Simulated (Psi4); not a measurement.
Pair of molecules, SMILES F with SMILES C=C (the first has 2 atoms); geometry from B3LYP-D3(BJ)/def2-TZVP, rigid monomers moved along the line of their centres of mass till H2···C3 is 3.96 Å.
(charge 0, multiplicity 1):
```xyz
8

F     -0.2339     0.8565     0.5851
H     -0.1684     0.5554     1.4687
C     -0.4206    -0.3257     5.3242
C      0.6215    -1.0797     4.9914
H     -0.2979     0.6939     5.6689
H     -1.4349    -0.7028     5.2733
H      0.4994    -2.1023     4.6555
H      1.6364    -0.7056     5.0513
```

Level of theory: SAPT0/jun-cc-pV(D+d)Z (Psi4 1.11).

Give the four SAPT terms and the total, and say what mostly holds the pair together.

electrostatics -40.5, exchange 1.6, induction -4.0, dispersion -3.6, total -46.6 meV; the largest attraction is electrostatics.
